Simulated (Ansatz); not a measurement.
Basis-set extrapolation for ClH₇OSi₃, SMILES `[SiH3]O[SiH]([SiH3])Cl` (PBE0-D4/def2-TZVP geometry, frozen core, Ansatz 0.2.0). Multiplicity 1, RHF reference.

```tsv
	def2-TZVPP	def2-QZVPP
HF	-1405.465087	-1405.509579
MP2 correlation	-0.792746	-0.860166
CCSD(T) correlation	-0.895713	not run
```

Energies in hartree. Use E(X) = E(∞) + A·exp(−7.88·√X) for Hartree–Fock and E(X) = E(∞) + B·X^(−2.97) for correlation, with X = 3 and 4, and add CCSD(T) minus MP2 of the smaller set to the MP2 limit.

Q: What is the CCSD(T) energy at the basis-set limit?

A: HF limit: -1405.509579 + (-0.044492) × 0.13774 = -1405.51571. MP2 limit: -0.860166 + (-0.067420) × 0.74074 = -0.91011. Higher-order term: -0.895713 − (-0.792746) = -0.10297. Total: -1406.52879 hartree, 441.1 kJ/mol below CCSD(T)/def2-TZVPP.
